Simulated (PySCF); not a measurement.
Ca: script and output

Input:

```python
from pyscf import gto, scf, mp

mol = gto.M(
    atom='Ca 0 0 0',
    basis='sbkjc',
    ecp={'Ca': 'sbkjc'},
    charge=0,
    spin=0,
    verbose=4,
)
mf = scf.UHF(mol)
mf.kernel()
mp.MP2(mf).kernel()
mf.dip_moment()
print('orbital energies (hartree):', [e[max(0, n-3):n+3].round(4) for e, n in zip(mf.mo_energy, mol.nelec)])
```

```bash
$ OMP_NUM_THREADS=1 python input.py
```

It prints (some set-up lines and the per-cycle HOMO/LUMO lines with their warnings removed):

```
PySCF version 2.14.0

[INPUT] Symbol           X                Y                Z      unit          X                Y                Z       unit  Magmom
[INPUT]  1 Ca     0.000000000000   0.000000000000   0.000000000000 AA    0.000000000000   0.000000000000   0.000000000000 Bohr   0.0

nuclear repulsion = 0
number of shells = 4
number of NR pGTOs = 16
number of NR cGTOs = 8
basis = sbkjc
ecp = {'Ca': 'sbkjc'}

******** <class 'pyscf.scf.uhf.UHF'> ********
method = UHF
initial guess = minao
damping factor = 0
level_shift factor = 0
DIIS = <class 'pyscf.scf.diis.CDIIS'>
SCF conv_tol = 1e-09
SCF max_cycles = 50
number electrons alpha = 1  beta = 1
init E= -0.573214627305987
cycle= 1 E= -0.605892151429116  delta_E= -0.0327  |g|= 0.0203  |ddm|= 0.708
cycle= 2 E= -0.606352870579494  delta_E= -0.000461  |g|= 0.00236  |ddm|= 0.0713
cycle= 3 E= -0.606359170546888  delta_E= -6.3e-06  |g|= 1.02e-06  |ddm|= 0.0092
cycle= 4 E= -0.606359170547843  delta_E= -9.55e-13  |g|= 4.44e-07  |ddm|= 2.24e-06
Extra cycle  E= -0.606359170548063  delta_E= -2.2e-13  |g|= 5.13e-08  |ddm|= 1.53e-06
converged SCF energy = -0.606359170548063  <S^2> = 2.220446e-16  2S+1 = 1

******** <class 'pyscf.mp.ump2.UMP2'> ********
nocc = (np.int64(1), np.int64(1)), nmo = (8, 8)
E(UMP2) = -0.621026129808664  E_corr = -0.0146669592606016
E(SCS-UMP2) = -0.623959521660785  E_corr = -0.0176003511127219
E_corr(same-spin) = -1.73472347597681e-18
E_corr(oppo-spin) = -0.0146669592606016
Dipole moment(X, Y, Z, Debye):  0.00000,  0.00000,  0.00000
orbital energies (hartree): [array([-0.1958,  0.0207,  0.0207,  0.0207]), array([-0.1958,  0.0207,  0.0207,  0.0207])]
```

In short: E(SCF) = -0.606359 Eh, 4 cycles, E(MP2) − E(SCF) = -0.01467 Eh.

Run time: 0.61 s on 1 thread of Arm Neoverse V2 (shared host), peak memory 0.11 GiB.

No search for the lowest solution was made.
